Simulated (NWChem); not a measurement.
System: 1,1,1,3,3-pentafluoropropane (C3H3F5); SMILES FC(F)CC(F)(F)F

NWChem input:

```
start job
memory heap 200 mb stack 900 mb global 1100 mb
geometry units angstroms noautosym nocenter noautoz
  F     -0.747685    -2.516766    -0.201641
  C     -0.100339    -1.403070     0.255842
  F      1.239446    -1.583368     0.073058
  C     -0.585101    -0.196914    -0.534200
  C     -0.026403     1.128026    -0.049119
  F      1.307697     1.215670    -0.223566
  F     -0.598085     2.158067    -0.712908
  F     -0.277485     1.304239     1.274959
  H     -0.293420    -1.304230     1.348520
  H     -0.313237    -0.334045    -1.599042
  H     -1.688576    -0.146106    -0.461467
end
basis spherical
  * library def2-svp
end
dft
  xc m05-2x
  iterations 150
end
cosmo
  do_cosmo_smd true
  solvent water
end
task dft energy
```

Output (shortened):

```
             Northwest Computational Chemistry Package (NWChem) 7.3.0
             --------------------------------------------------------

                             Geometry "geometry" -> ""
                             -------------------------

 Output coordinates in angstroms (scale by  1.889725989 to convert to a.u.)

  No.       Tag          Charge          X              Y              Z
 ---- ---------------- ---------- -------------- -------------- --------------
    1 F                    9.0000    -0.74768500    -2.51676600    -0.20164100
    2 C                    6.0000    -0.10033900    -1.40307000     0.25584200
    3 F                    9.0000     1.23944600    -1.58336800     0.07305800
    4 C                    6.0000    -0.58510100    -0.19691400    -0.53420000
    5 C                    6.0000    -0.02640300     1.12802600    -0.04911900
    6 F                    9.0000     1.30769700     1.21567000    -0.22356600
    7 F                    9.0000    -0.59808500     2.15806700    -0.71290800
    8 F                    9.0000    -0.27748500     1.30423900     1.27495900
    9 H                    1.0000    -0.29342000    -1.30423000     1.34852000
   10 H                    1.0000    -0.31323700    -0.33404500    -1.59904200
   11 H                    1.0000    -1.68857600    -0.14610600    -0.46146700

 Effective nuclear repulsion energy (a.u.)     431.7891595472

                                 NWChem DFT Module
                                 -----------------

 Summary of "ao basis" -> "ao basis" (spherical)
 ------------------------------------------------------------------------------
       Tag                 Description            Shells   Functions and Types
 ---------------- ------------------------------  ------  ---------------------
 F                          def2-svp                 6       14   3s2p1d
 C                          def2-svp                 6       14   3s2p1d
 H                          def2-svp                 3        5   2s1p

 in cosmo_initialize ...
 calling solv_data for solv:h2o

 solvent parameters
 solvname_short: h2o
 solvname_long:  water
 dielec:       78.4000
 dielecinf:     1.7769
 aqueous SMD model solvent descriptors
 dielec:       78.4000
 sola:          0.8200

          ---------------
          -cosmo- solvent
          ---------------
 Cosmo: York-Karplus, doi: 10.1021/jp992097l
 dielectric constant -eps-     =  78.40
 screen = (eps-1)/(eps    )    =   0.98724
 surface charge correction     = lagrangian

   van der Waals surface
 --------------------------

 ---------- ATOMIC COORDINATES (A.U.) ------------ VDWR(ANG.) --
     1   -1.41291978   -4.75599812   -0.38104624     1.730
     2   -0.18961322   -2.65141784    0.48347128     1.850
     3    2.34221332   -2.99213166    0.13805960     1.730
     4   -1.10568057   -0.37211350   -1.00949162     1.850
     5   -0.04989444    2.13166005   -0.09282145     1.850
     6    2.47118901    2.29728319   -0.42247848     1.730
     7   -1.13021677    4.07815529   -1.34720078     1.730
     8   -0.52437062    2.46465433    2.40932316     1.730
     9   -0.55448340   -2.46463733    2.54833329     1.200
    10   -0.59193210   -0.63125352   -3.02175122     1.200
    11   -3.19094595   -0.27610031   -0.87204618     1.200
 number of segments per atom =        128
 number of   points per atom =        128
 atom (   nspa,  nppa )
 ----------------------
    1 (     83,     0 )       0
    2 (     19,     0 )       0
    3 (     79,     0 )       0
    4 (     25,     0 )       0
    5 (      8,     0 )       0
    6 (     72,     0 )       0
    7 (     77,     0 )       0
    8 (     78,     0 )       0
    9 (     50,     0 )       0
   10 (     52,     0 )       0
   11 (     56,     0 )       0
 number of -cosmo- surface points =      599
 molecular surface =    135.696 angstrom**2
 molecular volume  =    113.267 angstrom**3
 -lineq- algorithm             =   0
 -bem- low  level              =   3
 -bem- from -octahedral-
 gaussian surface charge width =   4.50000
 degree of switching           =   1.00000
 switching function tolerance  =   0.00010
 atomic radii =
 --------------
    1  9.000  1.730
    2  6.000  1.850
    3  9.000  1.730
    4  6.000  1.850
    5  6.000  1.850
    6  9.000  1.730
    7  9.000  1.730
    8  9.000  1.730
    9  1.000  1.200
   10  1.000  1.200
   11  1.000  1.200
 ...... end of -cosmo- initialization ......

 nat:                    11
 ixmem:                  6636
 calling mnsol_interface()
 G(SMD-CDS) energy (kcal/mol)  =     4.969
 SMD-CDS SASA (angstrom**2)    =   153.316

            General Information
            -------------------
          SCF calculation type: DFT
          Wavefunction type:  closed shell.
          No. of atoms     :    11
          No. of electrons :    66
           Alpha electrons :    33
            Beta electrons :    33
          Charge           :     0
          Spin multiplicity:     1
          Use of symmetry is: off; symmetry adaption is: off
          Maximum number of iterations: 150
          AO basis - number of functions:   127
                     number of shells:    57
          Convergence on energy requested:  1.00D-06
          Convergence on density requested:  1.00D-05
          Convergence on gradient requested:  5.00D-04

              XC Information
              --------------
                       M05-2X Method XC Functional
                     Hartree-Fock (Exact) Exchange  0.560
                M05-2X metaGGA Exchange Functional  0.440
                      M05-2X Correlation Potential  1.000

             Grid Information
             ----------------
          Grid used for XC integration:  medium
          Radial quadrature: Mura-Knowles
          Angular quadrature: Lebedev.
          Tag              B.-S. Rad. Rad. Pts. Rad. Cut. Ang. Pts.
          ---              ---------- --------- --------- ---------
          F                   0.50       49          11.0       434
          C                   0.70       49           8.0       434
          H                   0.35       45           9.0       434
          Grid pruning is: on
          Number of quadrature shells:   527
          Spatial weights used:  Erf1

      Superposition of Atomic Density Guess
      -------------------------------------

 Sum of atomic energies:        -610.83482544

      Non-variational initial energy
      ------------------------------

 Total energy =    -613.584121
 1-e energy   =   -1709.004715
 2-e energy   =     663.631434
 HOMO         =      -0.377309
 LUMO         =       0.146047

   convergence    iter        energy       DeltaE   RMS-Dens  Diis-err
 ---------------- ----- ----------------- --------- --------- ---------
     COSMO gas phase
 d= 0,ls=0.0,diis     1   -614.5636316228 -1.05D+03  1.48D-02  2.26D+00
 d= 0,ls=0.0,diis     2   -614.5780401278 -1.44D-02  6.73D-03  2.78D+00
 d= 0,ls=0.0,diis     3   -614.8113625238 -2.33D-01  8.56D-04  2.29D-02
 d= 0,ls=0.0,diis     4   -614.8131005541 -1.74D-03  2.62D-04  2.38D-03
 d= 0,ls=0.0,diis     5   -614.8133275303 -2.27D-04  5.50D-05  6.91D-05
  Resetting Diis
 d= 0,ls=0.0,diis     6   -614.8133351576 -7.63D-06  1.93D-05  9.62D-06
 d= 0,ls=0.0,diis     7   -614.8133361451 -9.88D-07  8.64D-06  8.66D-07

   convergence    iter        energy       DeltaE   RMS-Dens  Diis-err
 ---------------- ----- ----------------- --------- --------- ---------
     COSMO solvation phase
 d= 0,ls=0.0,diis     1   -614.8154574263 -2.12D-03  1.09D-03  5.17D-03
 d= 0,ls=0.0,diis     2   -614.8165514624 -1.09D-03  2.22D-04  1.15D-03
 d= 0,ls=0.0,diis     3   -614.8166282727 -7.68D-05  1.14D-04  4.24D-04
 d= 0,ls=0.0,diis     4   -614.8166669980 -3.87D-05  2.98D-05  6.70D-06
 d= 0,ls=0.0,diis     5   -614.8166679795 -9.81D-07  5.86D-06  1.77D-07

         Total DFT energy =     -614.816667979494
      One electron energy =    -1709.688820651628
           Coulomb energy =      733.294317783136
    Exchange-Corr. energy =      -69.626833617743
 Nuclear repulsion energy =      431.789159547178

             COSMO energy =       -0.584491040437

 Numeric. integr. density =       65.999999152523

                                COSMO-SMD solvation results
                                ---------------------------

             internal energy in gas <Psi(g)|H|Psi(g)> =      -614.813336145098
         internal energy in solvent <Psi(s)|H|Psi(s)> =      -614.811943034785
                               delta internal energy  =         0.001393110313 (    0.87 kcal/mol)
   total free energy in solvent <Psi(s)|H+V/2|Psi(s)> =      -614.824585848252
 polarization energy contribution <Psi(s)|V/2|Psi(s)> =        -0.012642813467 (   -7.93 kcal/mol)
    total free energy in solvent including G(SMD-CDS) =      -614.816667979494
                       G(SMD-CDS) energy contribution =         0.007917868758 (    4.97 kcal/mol)
     1 M fixed-concentration free energy of solvation =        -0.003331834396 (   -2.09 kcal/mol)

                       DFT Final Molecular Orbital Analysis
                       ------------------------------------

 Vector   31  Occ=2.000000D+00  E=-4.770319D-01
              MO Center= -4.0D-01, -3.7D-01, -4.2D-01, r^2= 2.6D+00
   Bfn.  Coefficient  Atom+Function         Bfn.  Coefficient  Atom+Function
  ----- ------------  ---------------      ----- ------------  ---------------
    46      0.369029   4 C  px              123     -0.326216  11 H  s
    33      0.266763   3 F  py              118      0.206012  10 H  s
    36     -0.190358   3 F  py               49      0.154049   4 C  px
    75     -0.142427   6 F  py               48     -0.138568   4 C  pz
   124     -0.108941  11 H  s                78      0.103874   6 F  py

 Vector   32  Occ=2.000000D+00  E=-4.654559D-01
              MO Center= -2.2D-01,  4.0D-01, -1.7D-01, r^2= 3.0D+00
   Bfn.  Coefficient  Atom+Function         Bfn.  Coefficient  Atom+Function
  ----- ------------  ---------------      ----- ------------  ---------------
    47      0.268359   4 C  py               61     -0.267780   5 C  py
   103     -0.233706   8 F  py               75     -0.215751   6 F  py
    89     -0.216434   7 F  py               48      0.207534   4 C  pz
     5     -0.175719   1 F  py              118     -0.169236  10 H  s
   106      0.163817   8 F  py               45      0.155844   4 C  s

 Vector   33  Occ=2.000000D+00  E=-4.209408D-01
              MO Center= -1.2D-01, -1.3D+00,  9.9D-02, r^2= 2.4D+00
   Bfn.  Coefficient  Atom+Function         Bfn.  Coefficient  Atom+Function
  ----- ------------  ---------------      ----- ------------  ---------------
    20      0.322744   2 C  pz              113      0.294788   9 H  s
     6      0.286908   1 F  pz               34      0.287247   3 F  pz
    47      0.229595   4 C  py                9     -0.204379   1 F  pz
    37     -0.204560   3 F  pz               48     -0.197795   4 C  pz
    45     -0.163783   4 C  s                19     -0.154843   2 C  py

 Vector   34  Occ=0.000000D+00  E= 1.353594D-01
              MO Center= -9.4D-01, -2.5D-01, -2.9D-01, r^2= 4.4D+00
   Bfn.  Coefficient  Atom+Function         Bfn.  Coefficient  Atom+Function
  ----- ------------  ---------------      ----- ------------  ---------------
    45      1.860290   4 C  s               124     -1.405263  11 H  s
   119     -0.885465  10 H  s               114     -0.602871   9 H  s
    59     -0.577032   5 C  s                49     -0.401677   4 C  px
    21     -0.316754   2 C  px               51     -0.287283   4 C  pz
    23      0.275988   2 C  pz              101      0.256958   8 F  s

 Vector   35  Occ=0.000000D+00  E= 1.518224D-01
              MO Center= -3.2D-01, -8.6D-01, -8.2D-02, r^2= 5.3D+00
   Bfn.  Coefficient  Atom+Function         Bfn.  Coefficient  Atom+Function
  ----- ------------  ---------------      ----- ------------  ---------------
   119     -1.413713  10 H  s               114      1.362943   9 H  s
    17     -1.148852   2 C  s                45      1.050664   4 C  s
    22     -0.528650   2 C  py               23     -0.451696   2 C  pz
    49      0.436092   4 C  px               51     -0.437674   4 C  pz
    50     -0.387555   4 C  py              124      0.376524  11 H  s

 Vector   36  Occ=0.000000D+00  E= 1.657625D-01
              MO Center= -3.6D-01, -6.3D-01, -9.1D-02, r^2= 4.5D+00
   Bfn.  Coefficient  Atom+Function         Bfn.  Coefficient  Atom+Function
  ----- ------------  ---------------      ----- ------------  ---------------
   119      1.184535  10 H  s               114      1.108898   9 H  s
    17     -0.808677   2 C  s                51      0.682479   4 C  pz
    23     -0.612885   2 C  pz               45     -0.534299   4 C  s
   124     -0.480999  11 H  s                22     -0.444244   2 C  py
     3     -0.332373   1 F  s                21     -0.302990   2 C  px

     Multipole analysis of the density
     ---------------------------------

     L   x y z        total         alpha         beta         nuclear
     -   - - -        -----         -----         ----         -------
     0   0 0 0     -0.000000    -33.000000    -33.000000     66.000000

     1   1 0 0     -0.829389     -2.066978     -2.066978      3.304566
     1   0 1 0     -0.072097     -0.588273     -0.588273      1.104448
     1   0 0 1     -0.033452      0.727574      0.727574     -1.488600

     2   2 0 0    -32.608071    -93.643396    -93.643396    154.678720
     2   1 1 0      0.494173     -1.178808     -1.178808      2.851789
     2   1 0 1      0.056007     -4.984963     -4.984963     10.025933
     2   0 2 0    -37.931683   -325.378677   -325.378677    612.825672
     2   0 1 1     -1.180236      0.861426      0.861426     -2.903087
     2   0 0 2    -30.044495    -62.830669    -62.830669     95.616844
```

Level: M05-2X/def2-SVP, SMD on the gas-phase geometry. Coordinates come from a PBE-D3(BJ)/def2-SVP optimisation. Solvent: water.
